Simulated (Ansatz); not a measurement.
`[CH3][AlH2]` and `[AlH2][CH2][GeH3]` differ in one atom or group.

Ansatz, PBE0-D4/def2-TZVP geometries, multiplicity 1. 

Scalar relativity is left out up to krypton.

| property | `[CH3][AlH2]` |
| --- | --- |
| LUMO energy (PBE0/def2-TZVPP) / eV | -1.29 |
| LUMO energy (ωB97M-V/def2-TZVPP) / eV | 0.28 |
| LUMO energy (B3LYP/def2-TZVPP) / eV | -1.52 |
| size of the dipole moment (B3LYP/def2-TZVPP) / D | 0.74 |
| HOMO–LUMO gap (PBE/def2-TZVPP) / eV | 4.75 |
| HOMO energy (B3LYP/def2-TZVPP) / eV | -7.87 |

Q: What does the change do to each property? (Best estimate.)

A: Ansatz gave: 
| property | `[AlH2][CH2][GeH3]` | shift |
| --- | --- | --- |
| LUMO energy (PBE0/def2-TZVPP) / eV | -1.45 | -0.16 |
| LUMO energy (ωB97M-V/def2-TZVPP) / eV | 0.13 | -0.15 |
| LUMO energy (B3LYP/def2-TZVPP) / eV | -1.67 | -0.15 |
| size of the dipole moment (B3LYP/def2-TZVPP) / D | 0.97 | 0.23 |
| HOMO–LUMO gap (PBE/def2-TZVPP) / eV | 4.57 | -0.18 |
| HOMO energy (B3LYP/def2-TZVPP) / eV | -7.78 | 0.09 |

With PBE0 the HOMO rises by 0.10 eV and the LUMO falls by 0.16 eV, so the gap narrows by about 0.26 eV. PBE moves the HOMO by 0.03 eV and ωB97M-V by 0.17 eV. Dipoles are sizes alone; their direction can turn.

B3LYP here is the variant with VWN-RPA as its local correlation; programs differ in this.
